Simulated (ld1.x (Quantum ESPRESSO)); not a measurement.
Which change was made? (Ar, TM)

```json
{"Element": "Ar", "Generator": "ld1.x (Quantum ESPRESSO) 7.5", "Type": "norm-conserving Troullier–Martins (Kleinman–Bylander form)", "Functional": "revPBE", "Relativity": "scalar-relativistic", "Frozen core": "[Ne]", "Valence charge": "8", "Reference configuration": "3s2 3p6", "Partial waves": "3p (bound): rc 1.35 bohr; 3d channel at 0.3 Ry: rc 1.45 bohr; 3s (bound): rc 1.25 bohr", "Local potential": "the s channel", "Core correction": "none"}
```

Cutoffs, loose and tight: the cutoffs (Ry, on a coarse ladder) from which the occupation-weighted sum of valence levels, in a spherical-Bessel basis at the reference potential, stays within 10 and 1 mRy of its value at 400 Ry. They do not see the model core or the augmentation charge, which bear on the density cutoff. Test errors are all-electron minus pseudo excitation energies from the reference, over the configurations 3s2 3p5; 3s2 3p4; 3s2 3p3; 3s2 3p5.5; 3s1 3p6; 3s2 3p2; variants that change the core or the reference have their own tests.

The base gives: outcome: generated; cutoff, loose: 60 Ry; cutoff, tight: 90 Ry; bound ghosts: none; largest test error (meV): +171.

After one change the result is: outcome: generated; cutoff, loose: 70 Ry; cutoff, tight: 100 Ry; bound ghosts: none; largest test error (meV): +169. Which change was it?
A. wave 3s (bound): rc 1.25 bohr becomes 3s (bound): rc 1.90 bohr
B. wave 3s (bound): rc 1.25 bohr becomes 3s (bound): rc 1.10 bohr
C. wave 3s (bound): rc 1.25 bohr becomes 3s (bound): rc 1.44 bohr

B. The others give: wave 3s (bound): rc 1.25 bohr becomes 3s (bound): rc 1.44 bohr → outcome: generated; cutoff, loose: 55 Ry; cutoff, tight: 80 Ry; bound ghosts: none; largest test error (meV): +226 | wave 3s (bound): rc 1.25 bohr becomes 3s (bound): rc 1.90 bohr → outcome: generated; cutoff, loose: 40 Ry; cutoff, tight: 55 Ry; bound ghosts: none; largest test error (meV): +589.
